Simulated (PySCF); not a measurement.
**Dipole response of Rh (rhodium, neutral)**

[Kr] 4d9, 2D determinant (an excited configuration). Calculation: PySCF 2.14, in x2c-TZVPPall with one added diffuse shell each of s, p, d, f type (9s7p7d3f1g, 95 functions); scalar relativity by spin-free X2C-1e. Coupled (time-dependent) response in atomic units; α is the mean over directions.

```csv
method,mean α (bohr³),"α xx, yy, zz",C₆ (like pair),S(−4)
UHF,28.84,"31.69, 31.69, 23.13",199.5,863.1
PBE,41.16,"40.71, 40.71, 42.04",324.5,1275
PBE0,33.77,"36.70, 36.70, 27.91",243.5,1127
```

S(−4) is the Cauchy moment in α(ω) = α(0) + S(−4) ω² + …

Spin-orbit coupling is absent.

α(iu) at UHF:

```
u (hartree)  α(iu) (bohr³)
          0          28.84
     0.0500          26.96
      0.100          23.33
      0.200          17.43
      0.300          13.90
      0.500          9.915
      0.750          7.063
       1.00          5.291
       1.50          3.307
       2.00          2.275
       3.00          1.264
       5.00         0.5493
```

The components differ because the open shell of this determinant is not spherical; for a pure term their mean is the scalar polarisability.

⟨S²⟩ = 0.85 against 0.75 shows spin contamination.
